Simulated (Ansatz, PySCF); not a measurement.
C2H2N, SMILES C(#N)[CH2-], charge -1.

Geometry optimised at r2SCAN-D4/def2-TZVPD.

Estimates of the vertical detachment energy (IE) of the anion in eV. Rows of orbital energies are one-electron estimates, which approximate functionals can put far too low.

```tsv
level	IE
−ε(HOMO), −ε(LUMO), HF/def2-TZVPD (PySCF)	1.97
−ε(HOMO), −ε(LUMO), PBE/def2-TZVPD (PySCF)	-1.60
ADC(2)/aug-cc-pVDZ (PySCF)	…
ΔSCF, CAM-B3LYP/def2-TZVPD (Ansatz), final states of multiplicity 2	1.67
ΔSCF, PBE/def2-TZVPD (Ansatz), final states of multiplicity 2	1.63
```

**Question.** Some entries are withheld; supply them. (The exact figures need the calculation; the answer reports its results.)

**Answer.** 
- ADC(2)/aug-cc-pVDZ (PySCF), IE: 1.09

**Question.** What vertical singlet–triplet gap does ΔSCF give with CAM-B3LYP/def2-TZVPD (Ansatz, a quantum-chemistry and plane-wave program) and with PBE/def2-TZVPD (Ansatz)? (The exact figures need the calculation; the answer reports its results.)

**Answer.** 2.83 and 2.63 eV (triplet above singlet where positive).

Computed lowest 1s main lines (those of the lightest heavy element) from CVS-ADC(2)-x/aug-cc-pVDZ (PySCF, non-relativistic), with pole strengths:
284.9 eV (1.50), 287.5 eV (1.49).

**Question.** Beyond the first one, list the lowest photoelectron lines from ADC(2)/aug-cc-pVDZ (PySCF 2.14.0) with their pole strengths (two spins summed). (The exact figures need the calculation; the answer reports its results.)

**Answer.** 4.95 eV (1.71), 5.32 eV (1.65), 5.71 eV (1.66), 8.32 eV (1.70).
